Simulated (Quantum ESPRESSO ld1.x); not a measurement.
Question: The mean radii <r> (bohr) of the occupied orbitals of an atom or ion are listed with their occupations. Calculated with ld1.x of Quantum ESPRESSO 7.5: Dirac Kohn-Sham, revPBE, spin-unpolarised, spherical densities, point nucleus.

orbital  occ.      <r>
1s1/2       2  0.01686
2s1/2       2  0.06989
2p1/2       2  0.05752
2p3/2       4  0.06586
3s1/2       2   0.1724
3p1/2       2   0.1619
3p3/2       4   0.1748
3d3/2       1   0.1498

Name the element and its charge. Open shells, if any, fill j = l - 1/2 first.

Answer: Z = 79, gold, charge +60: Au60+ in [Ar] 3d1. The 1s radius gives Z: for a bare nucleus <r> = (2 gamma + 1)/(2Z) with gamma = sqrt(1 - (Z/c)^2), 0.01667 bohr for Z = 79, and screening makes it slightly larger (0.01686 here). The occupations add up to 19, and the charge is Z minus that.
